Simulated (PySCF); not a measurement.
Work out the structure from these simulated measurements.

Elements present: C, F, H and Si. Monoisotopic mass: 150.0153 u.

| Quantity | Value |
| --- | --- |
| 13C NMR | chemical shifts (computed TMS as zero) by class: 151.0 (1 C), 134.8 (1 C), 23.1 (1 C) ppm [GIAO PBE0/pcSseg-1] |
| Rotational structure | rotational constants A, B, C: 2.136, 0.739, 0.682 GHz [GFN2-xTB] |
| NMR, other nuclei | isotropic shieldings of nuclei other than C and H, by class: 402 (1 F), 330 (1 Si), 467 (1 Si), 483 (1 Si) ppm [GIAO PBE0/pcSseg-1] |
| Dipole | 1.79 D [PBE0/pcSseg-1] |
| 1H NMR | chemical shifts (computed TMS as zero) by class: 6.24 (1 H), 5.90 (1 H), 5.87 (1 H), 3.63 (3 H), 3.37 (1 H), 3.20 (1 H), 1.90 (3 H) ppm [GIAO PBE0/pcSseg-1] |

Gas-phase values; electronic properties from PySCF, density fitting. Levels stand in brackets. The structure is a single GFN2-xTB conformer in the gas phase; no vibrational or solvent corrections. NMR values are class means; diastereotopic atoms form classes of their own.

Task: Which formula fits the mass and the elements?

Result: C3H11FSi3 (calculated 150.0153). No other formula that holds each of these elements comes within 0.0003 u with a fitting electron parity and a possible valence count.

Task: Propose a structure and show how it fits.

Result: Numbering: `[CH2:1]=[C:2]([CH3:3])[Si@@H:4]([F:5])[SiH2:6][SiH3:7]`. Its formula, C3H11FSi3, gives 1 degree of unsaturation: 0 rings and 1 π bond in the structure found. 3 carbons fall into 3 classes; from least to most shielded: fully substituted alkene carbon [C2] (151.0 ppm), terminal =CH2 carbon [C1] (134.8 ppm), allylic carbon [C3] (23.1 ppm). Hydrogen classes from least to most shielded: 1 H on a terminal =CH2 carbon, C1 (6.24 ppm), 1 H on a fluorine-bound silicon, Si4 (5.90 ppm), 1 H on a terminal =CH2 carbon, C1 (5.87 ppm), 3 H on an SiH3 silicon, Si7 (3.63 ppm), 1 H on an SiH2 silicon, Si6 (3.37 ppm), 1 H on an SiH2 silicon, Si6 (3.20 ppm), 3 H on an allylic carbon, C3 (1.90 ppm). The other shieldings belong to: 402 ppm, silicon-bound fluorine [F5]; 330 ppm, fluorine-bound silicon [Si4]; 467 ppm, SiH3 silicon [Si7]; 483 ppm, SiH2 silicon [Si6]. The optimised geometry has point group C1 and is an asymmetric top. Structure: `C=C(C)[Si@@H](F)[SiH2][SiH3]`. Computed isomers that give other values at the same levels: `C[SiH2][SiH2]/C([SiH3])=C\F` (13C chemical shifts (computed TMS as zero) by class: 169.2 (1 C), 103.3 (1 C), -9.1 (1 C) ppm); `FC1[SiH2]C[SiH2]C[SiH2]1` (rotational constant A: 1.651 GHz; this holds for the one conformer computed); `F[C@H]1[SiH2]CC[SiH2][SiH2]1` (13C chemical shifts (computed TMS as zero) by class: 80.9 (1 C), 8.2 (1 C), 6.1 (1 C) ppm). The assignments are read from this structure; whether some other isomer fits the data as well wasn't checked. The mirror image fits equally.

The values belong to the conformer `[CH2:1]=[C:2]([CH3:3])[Si@@H:4]([F:5])[SiH2:6][SiH3:7]`: C1–C2–Si4–F5 -8°, C2–Si4–Si6–Si7 -100°.
